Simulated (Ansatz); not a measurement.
Consider the formal exchange of groups at the Si–S bond: `CS[SiH](N)O` + `N[SiH](F)F` → `N[SiH](O)[Si](N)(F)F` + CH₃SH.

Gas-phase electronic energies from Ansatz, PBE0-D4/def2-TZVP geometries. CCSD(T)/CBS is the MP2 limit (def2-TZVPP, def2-QZVPP) plus CCSD(T) − MP2 in def2-TZVPP, frozen cores. This one scheme is used for every species. DFT in def2-TZVPP. B3LYP here is the variant with VWN-RPA as its local correlation; programs differ in this. Each species was taken in one conformer, which may not be the lowest.

```json
{"level": "PBE-D4", "ΔE (kJ/mol)": "69.5", "difference from CCSD(T)/CBS": "-18.2"}
{"level": "r2SCAN-D4", "ΔE (kJ/mol)": "84.2", "difference from CCSD(T)/CBS": "-3.5"}
{"level": "PBE0-D4", "ΔE (kJ/mol)": "76.8", "difference from CCSD(T)/CBS": "-10.9"}
{"level": "B3LYP-D4", "ΔE (kJ/mol)": "77.9", "difference from CCSD(T)/CBS": "-9.8"}
{"level": "ωB97X-V", "ΔE (kJ/mol)": "80.1", "difference from CCSD(T)/CBS": "-7.6"}
{"level": "ωB97M-V", "ΔE (kJ/mol)": "86.5", "difference from CCSD(T)/CBS": "-1.2"}
{"level": "B2PLYP", "ΔE (kJ/mol)": "85.6", "difference from CCSD(T)/CBS": "-2.1"}
{"level": "PBE", "ΔE (kJ/mol)": "70.3", "difference from CCSD(T)/CBS": "-17.4"}
{"level": "r2SCAN", "ΔE (kJ/mol)": "84.7", "difference from CCSD(T)/CBS": "-3.0"}
{"level": "PBE0", "ΔE (kJ/mol)": "77.9", "difference from CCSD(T)/CBS": "-9.8"}
{"level": "B3LYP", "ΔE (kJ/mol)": "79.0", "difference from CCSD(T)/CBS": "-8.7"}
{"level": "HF/def2-TZVPP", "ΔE (kJ/mol)": "94.5", "difference from CCSD(T)/CBS": "6.8"}
{"level": "MP2/def2-TZVPP", "ΔE (kJ/mol)": "96.1", "difference from CCSD(T)/CBS": "8.4"}
{"level": "SCS-MP2/def2-TZVPP", "ΔE (kJ/mol)": "92.7", "difference from CCSD(T)/CBS": "5.0"}
{"level": "CCSD/def2-TZVPP", "ΔE (kJ/mol)": "85.8", "difference from CCSD(T)/CBS": "-1.9"}
{"level": "CCSD(T)/def2-TZVPP", "ΔE (kJ/mol)": "85.6", "difference from CCSD(T)/CBS": "-2.1"}
{"level": "HF/def2-QZVPP", "ΔE (kJ/mol)": "95.2", "difference from CCSD(T)/CBS": "7.5"}
{"level": "MP2/def2-QZVPP", "ΔE (kJ/mol)": "97.6", "difference from CCSD(T)/CBS": "9.9"}
{"level": "SCS-MP2/def2-QZVPP", "ΔE (kJ/mol)": "94.2", "difference from CCSD(T)/CBS": "6.5"}
{"level": "HF/CBS(def2)", "ΔE (kJ/mol)": "95.2", "difference from CCSD(T)/CBS": "7.5"}
{"level": "MP2/CBS(def2)", "ΔE (kJ/mol)": "98.2", "difference from CCSD(T)/CBS": "10.5"}
{"level": "CCSD/CBS(def2)", "ΔE (kJ/mol)": "87.9", "difference from CCSD(T)/CBS": "0.2"}
{"level": "CCSD(T)/CBS", "ΔE (kJ/mol)": "87.7", "difference from CCSD(T)/CBS": "0"}
```

Largest T1 diagnostic among the species: 0.012.

From PBE to PBE0 (25 % exact exchange), in def2-TZVPP and without D4, ΔE moves by +7.5 kJ/mol.
